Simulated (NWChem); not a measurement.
A series in which one site is exchanged, each optimised at PBE0/def2-SVP with NWChem, gas phase unless a solvent is named. This build's default masses of Se (78.918 u) and Br (79.917 u) are each other's, which moves their modes by up to 0.6 %. Some are not confirmed as minima by frequencies. def2 effective core potentials on Sb, Bi; no spin-orbit coupling.

A: BrBBr (BHBr2; site = B)
B: [Br][GaH][Br] (GaHBr₂; site = Ga)
C: [Br][SbH][Br] (SbHBr2; site = Sb)
D: [Br][BiH][Br] (BiHBr$_{2}$; site = Bi)

```csv
quantity,A,B,C,D
"dipole (D), PBE0/def2-SVP",…,1.40,2.64,3.71
"orbital gap (eV), PBE0/def2-SVP",…,6.61,5.50,5.29
"static polarisability, PBE/def2-SVPD (bohr³)",…,76.1,91.7,97.3
"lowest singlet excitation, PBE/def2-SVPD, TDA (eV)",…,4.62,3.82,3.56
```

Q: What belongs in the gaps?

A: 
- dipole (D), PBE0/def2-SVP, A: 0.29
- orbital gap (eV), PBE0/def2-SVP, A: 6.50
- static polarisability, PBE/def2-SVPD (bohr³), A: 60.5
- lowest singlet excitation, PBE/def2-SVPD, TDA (eV), A: 4.36
